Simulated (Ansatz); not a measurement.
System: GaCl (charge 0, singlet). SMILES: [Ga][Cl]
Geometry: optimised at B3LYP-D3(BJ)/def2-TZVP (Ansatz, a quantum-chemistry and plane-wave program).

Property: vertical electron affinity (to the doublet state of charge -1; a negative value means that the extra electron is unbound and the number depends on the basis; each state is the SCF solution reached for its spin), in eV. Correlated levels leave the core frozen unless marked. UHF or UKS for open shells. No spin-orbit coupling. Frozen are the shells of the preceding noble gas and the d and f shells that filled before the atom's block. No relativistic terms. Anions need diffuse functions: def2-D sets add few. 

| level | program | vertical electron affinity (eV) |
|---|---|---|
| PBE/def2-TZVPD | Ansatz | -0.01 |
| r2SCAN/def2-TZVPD | Ansatz | 0.11 |
| B3LYP/def2-TZVPD | Ansatz | 0.01 |
| PBE0/def2-TZVPD | Ansatz | 0.04 |
| BHLYP/def2-TZVPD | Ansatz | -0.08 |
| CCSD/def2-SVPD | Ansatz | -0.20 |
| CCSD/def2-TZVPPD | Ansatz | -0.10 |
| CCSD/def2-QZVPPD | Ansatz | 0.01 |
| CCSD(T)/def2-TZVPPD | Ansatz | -0.08 |
